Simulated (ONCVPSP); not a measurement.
Se (Z = 34), ONCV: configuration errors across variants

```
Element                 : Se (Z = 34)
Generator               : ONCVPSP 4.0.1
Type                    : optimised norm-conserving Vanderbilt (ONCV)
Functional              : PBEsol
Relativity              : scalar-relativistic
Frozen core             : [Ne]
Valence charge          : 24
Reference configuration : 3s2 3p6 3d10 4s2 4p4
Partial waves           : 3s+4s: rc 0.90 bohr, ncon 4, nbas 8, qcut 16.8 1/bohr, 2 projectors; 3p+4p: rc 1.20 bohr, ncon 4, nbas 8, qcut 13.9 1/bohr, 2 projectors; 3d: rc 1.05 bohr, ncon 4, nbas 9, qcut 17.5 1/bohr, 2 projectors, debl 3.7 Ha
Local potential         : polynomial inside 0.70 bohr (lpopt 5, dvloc0 -1 Ha)
Core correction         : none
```

All-electron excitation energies from the reference (eV): (1) 3s2 3p6 3d10 4s2 4p3 10.850; (2) 3s2 3p6 3d10 4s2 4p2 31.217; (3) 3s2 3p6 3d10 4s2 4p1 62.119; (4) 3s2 3p6 3d10 4s0 4p6 21.980.

3 further variants failed, have other tests or too few solved ones, and are left out.

Errors AE − PS in meV (a dash: test not solved or not reliable):

```tsv
change	(1)	(2)	(3)	(4)	bound ghosts	GHOST(+) flags above zero
base	-1.5	-4.4	-8.8	+0.8	none	none
s: rc 0.64; local potential polynomial inside 0.64 bohr (lpopt 5, dvloc0 -1 Ha)	-1.6	-4.6	-9.4	+2.2	none	s
s: rc 0.7	-1.5	-4.4	-9.1	+2.3	none	none
s: rc 0.8	-1.5	-4.4	-9.0	+1.7	none	none
s: rc 0.88	-1.5	-4.4	-8.9	+1.0	none	none
s: rc 0.98	-1.5	-4.3	-8.7	+0.2	none	none
```

Question: Give the same row for: s: rc 1.06.

Answer: -1.5, -4.3, -8.7, -0.3; bound ghosts: none; GHOST(+) flags above zero: none.
